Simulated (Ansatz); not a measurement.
Z-matrix (Å, degrees):
```
Sn
O 1 1.913
O 1 1.909 2 110.8
F 1 1.898 2 107.2 3 -119.0
O 1 1.917 2 111.8 3 121.5
Si 2 1.648 1 136.1 3 134.8
Si 3 1.648 1 135.3 2 132.9
Si 5 1.647 1 135.3 2 41.6
H 6 1.483 2 107.1 1 167.2
H 6 1.485 2 110.5 1 -73.1
H 6 1.487 2 110.4 1 47.7
H 7 1.486 3 110.4 1 -65.8
H 7 1.486 3 110.6 1 54.8
H 7 1.482 3 107.1 1 174.6
H 8 1.483 5 109.0 1 123.7
H 8 1.489 5 110.2 1 3.6
H 8 1.484 5 109.1 1 -116.4
```

Total charge 0; spin multiplicity 1. Sn takes the def2 core potential.

List the PBE0/def2-TZVPP orbital energies in eV (the Gaussian-basis code of Ansatz). (An estimate is asked.)

Computed: Occupied: -1803.31, -1803.27, -1803.26, -673.52, -523.31, -523.29, -523.29, -145.56, -145.52, -145.51, -141.72, -100.25, -100.22, -100.21, -100.20, -100.19, -100.16, -100.16, -100.15, -100.15, -96.41, -96.38, -96.36, -32.88, -30.88, -30.85, -30.14, -30.13, -29.91, -27.75, -27.04, -26.99, -16.74, -15.51, -15.37, -14.13, -12.70, -12.64, -12.62, -11.62, -11.55, -11.38, -11.25, -11.20, -11.16, -11.13, -11.07, -9.47, -9.31, -9.23, -9.18, -9.13, -9.05. Lowest empty: -2.41, -0.04, 0.09, 0.48, 0.93, 1.28, 1.30, 1.44.
